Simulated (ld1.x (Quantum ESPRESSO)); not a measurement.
## P: excitation energies, all-electron against ultrasoft

* Element: P (Z = 15)
* Generator: ld1.x (Quantum ESPRESSO) 7.5
* Type: ultrasoft
* Functional: LDA (PZ)
* Relativity: scalar-relativistic
* Frozen core: [Ne]
* Valence charge: 5
* Reference configuration: 3s1 3p4
* Partial waves: 3s (bound): rcut 1.25, rcutus 1.45 bohr; 3s channel at 1.5 Ry: rcut 1.25, rcutus 1.45 bohr; 3p (bound): rcut 1.15, rcutus 1.35 bohr; 3p channel at 4.35 Ry: rcut 1.15, rcutus 1.35 bohr
* Local potential: all-electron potential smoothed inside 1.10 bohr (lloc = -2)
* Core correction: Bessel-smoothed model core, default radius (core density twice the valence density)
* Augmentation charge: built from norm-conserving waves at rcut, not smoothed further

Energies are relative to the spin-unpolarised reference configuration 3s1 3p4; without spin polarisation the order of configurations can differ from experiment. Spin-polarised rows fill each open shell by Hund’s rule, majority spin first.

```tsv
valence configuration	charge	ΔE all-electron (eV)	error AE − PS (meV)
3s2 3p2	+1	1.325	+1.4
3s2 3p1	+2	20.574	+5.1
3s2 3p3.3	-0.3	-9.832	+1.7
3s0 3p5	0	8.640	+1.0
3s2 3p2.5	+0.5	-4.675	+1.2
3s2 3p0	+3	50.469	+15
3s1 3p4 (spin-polarised)	0	-1.772	+0.6
3s2 3p3 (spin-polarised)	0	-10.006	-0.4
```

What are ΔE and the potential's error for 3s2 3p3?

ΔE = -8.496 eV all-electron; the error (AE − PS) is +1.5 meV.
